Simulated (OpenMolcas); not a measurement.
**3d3 along the 21-electron sequence**

```
Program             : OpenMolcas 26.06
Method              : SS-CASPT2, IPEA 0.25 Eh, imaginary shift 0.1 Eh
Basis               : ANO-R3
Scalar Hamiltonian  : X2C, finite nucleus
Spin-orbit coupling : RASSI with atomic mean-field integrals over the reference wave functions, term energies averaged over their components
```

Active space for each ion: 3 electrons in 5 orbitals (3d); closed shells correlated by CASPT2: 3s 3p.

Computed levels in cm-1 above 4F 3/2:

```json
{"Level": "4F 5/2", "V2+": "156", "Cr3+": "244", "Mn4+": "367", "Fe5+": "526", "Co6+": "716", "Ni7+": "960"}
{"Level": "4F 7/2", "V2+": "370", "Cr3+": "577", "Mn4+": "865", "Fe5+": "1232", "Co6+": "1671", "Ni7+": "2230"}
{"Level": "4F 9/2", "V2+": "637", "Cr3+": "992", "Mn4+": "1478", "Fe5+": "2090", "Co6+": "2820", "Ni7+": "3740"}
{"Level": "2G 7/2", "V2+": "11230", "Cr3+": "15100", "Mn4+": "17680", "Fe5+": "20590", "Co6+": "23310", "Ni7+": "25960"}
{"Level": "2G 9/2", "V2+": "11460", "Cr3+": "15450", "Mn4+": "18200", "Fe5+": "21310", "Co6+": "24250", "Ni7+": "27150"}
{"Level": "4P 1/2", "V2+": "11820", "Cr3+": "14660", "Mn4+": "16930", "Fe5+": "19390", "Co6+": "21680", "Ni7+": "23900"}
{"Level": "4P 3/2", "V2+": "11890", "Cr3+": "14770", "Mn4+": "17090", "Fe5+": "19580", "Co6+": "21920", "Ni7+": "24180"}
{"Level": "4P 5/2", "V2+": "12070", "Cr3+": "15040", "Mn4+": "17510", "Fe5+": "20210", "Co6+": "22790", "Ni7+": "25390"}
{"Level": "2D 3/2(1)", "V2+": "15500", "Cr3+": "20220", "Mn4+": "23670", "Fe5+": "27200", "Co6+": "30550", "Ni7+": "33750"}
{"Level": "weight of 4F in the lowest level (%)", "V2+": "100", "Cr3+": "100", "Mn4+": "100", "Fe5+": "100", "Co6+": "100", "Ni7+": "100"}
```

Mixed levels, with the weight of the term that names them: Cr3+ 2D 3/2(1) (71 %), Mn4+ 2D 3/2(1) (70 %), Fe5+ 2D 3/2(1) (65 %), Co6+ 2D 3/2(1) (67 %), Ni7+ 2D 3/2(1) (66 %).

Measured, with the error of the calculation in %. Measured levels: V2+ from Sugar and Corliss, J. Phys. Chem. Ref. Data 7, 1191 (1978); Cr3+ from Sugar and Corliss, J. Phys. Chem. Ref. Data 6, 317 (1977); Mn4+ from Corliss and Sugar, J. Phys. Chem. Ref. Data 6, 1253 (1977); Fe5+ from Corliss and Sugar, J. Phys. Chem. Ref. Data 11, 135 (1982); Co6+ from Sugar and Corliss, J. Phys. Chem. Ref. Data 10, 1097 (1981); Ni7+ from Corliss and Sugar, J. Phys. Chem. Ref. Data 10, 197 (1981).

```csv
Level,V2+,Cr3+,Mn4+,Fe5+,Co6+,Ni7+
4F 5/2,146 (+7.2),236 (+3.6),359 (+2.3),511 (+2.8),698 (+2.6),1012 (-5.2)
4F 7/2,342 (+8.2),556 (+3.9),835 (+3.6),1188 (+3.7),1610 (+3.8),2184 (+1.9)
4F 9/2,584 (+9.0),946 (+4.9),1412 (+4.7),2001 (+4.6),2723 (+3.7),3721 (+0.4)
2G 7/2,11966 (-6.1),15052 (+0.3),17892 (-1.2),20616 (-0.1),,
2G 9/2,12187 (-6.0),15402 (+0.3),18399 (-1.1),21315 (0),,
4P 1/2,11514 (+2.7),14059 (+4.3),16434 (+3.0),18738 (+3.5),21096 (+2.8),23261 (+2.8)
4P 3/2,11592 (+2.6),14177 (+4.2),16595 (+3.0),18942 (+3.4),21304 (+2.9),23710 (+2.0)
4P 5/2,11770 (+2.5),14471 (+3.9),17049 (+2.7),19611 (+3.1),22187 (+2.7),24669 (+2.9)
2D 3/2(1),,20650 (-2.1),,,,
```

The fine-structure level 4F 9/2 changes by a factor of 5.87 from V2+ to Ni7+. Its fourth root runs 5.02, 5.61, 6.20, 6.76, 7.29, 7.82, with steps per unit of Z of 0.59, 0.59, 0.56, 0.53, 0.53; equal steps would mean a (Z - σ)^4 law with constant σ.

2G 7/2 changes by a factor of 2.31 over the same range, with steps per unit of Z of +3870, +2580, +2910, +2720, +2650 cm-1.

CASPT2 breaks the degeneracy within a term, and the mean is taken; among the terms shown or strongly mixed into the levels shown the widest spread is 870 cm-1 (3d3 4F, Co6+). The CASPT2 spread within a term exceeds the gap to the next term for 3d3 2D(1) and 3d3 2P, so the order of their levels is uncertain, and so are names and mixing where such terms share a J (figures for V2+; the like holds for Cr3+, Mn4+, Fe5+, Co6+, Ni7+). Computed and measured levels are paired by configuration, term and J; levels that our copy of the source lacks, or whose pairing is in doubt (as where it misses far off the trend of its configuration), stay unpaired and out of the deviations. Only configurations of the active space appear.

A number in round brackets counts repeated terms of one configuration in the order of the reference energies.
